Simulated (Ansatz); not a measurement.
Reaction (atomization): `[CH3][GaH][C](=N)F` → 2 C• + F• + Ga• + 5 H• + N•

Isolated molecules relaxed with PBE0-D4/def2-TZVP in Ansatz; ΔE leaves out vibrations. CCSD(T)/CBS adds triple-zeta CCSD(T) − MP2 to the extrapolated MP2 energy (def2 sets, frozen cores). This one scheme is used for every species, atoms too. Functionals use def2-TZVPP. B3LYP here is the variant with VWN-RPA as its local correlation; programs differ in this. No spin–orbit coupling; open shells (•) take unrestricted orbitals. Spin–orbit coupling would lower the free atoms: a little for C, F; clearly for Ga. Bonds to Ga are less sure, by a few kJ/mol each and by 10 to 20 or more in all where they break to atoms, as the def2 sets lack core-valence functions. Scalar relativity is left out up to krypton. Each species was taken in one conformer, which may not be the lowest.

`[CH3][GaH][C](=N)F`:

Z-matrix (Å, degrees):
```
C
Ga 1 1.954
H 1 1.090 2 112.5
H 1 1.094 2 109.2 3 -120.0
H 1 1.092 2 109.7 3 122.4
C 2 1.999 1 116.4 3 -158.0
H 2 1.566 1 126.7 3 20.5
F 6 1.367 2 118.0 1 -132.5
N 6 1.249 2 121.0 1 50.5
H 9 1.023 6 112.9 2 175.7
```

```
         level  ΔE (kcal/mol)  difference from CCSD(T)/CBS
     revPBE-D4          848.0                          0.4
      BHLYP-D4          814.0                        -33.6
       ωB97M-V          849.6                          2.0
        revPBE          835.2                        -12.4
          PBE0          846.4                         -1.2
         B3LYP          839.6                         -8.0
       r2SCANh          841.1                         -6.5
       r2SCAN0          829.9                        -17.7
     CAM-B3LYP          848.4                          0.8
MP2/def2-TZVPP          843.5                         -4.1
   CCSD(T)/CBS          847.6                            0
```

Largest T1 diagnostic among the species: 0.014.

From r2SCAN to r2SCAN0 (25 % exact exchange), in def2-TZVPP and without D4, ΔE moves by −19.1 kcal/mol: exact exchange takes away binding that semilocal exchange gives to molecules. At CCSD(T), def2-SVP lies −47.3 kcal/mol from the extrapolated value and def2-TZVPP −21.0 kcal/mol: correlation converges slowly with the basis, and small sets miss more of it in the bonded molecule than in its fragments. Leaving LDA and LC-ωPBE aside and taking each functional with its dispersion term where it has one, the values, not all of them listed here, spread over 59.0 kcal/mol, from BHLYP-D4 to PBE-D4. LDA lies +118.1 kcal/mol from PBE without D4, its usual overbinding.

For atomizations the MP2-based limit and the directly extrapolated one differ by several kJ/mol either way, and by 10 to 25 for some Ge, Se and Sn compounds, so smaller differences from it don't rank the levels.
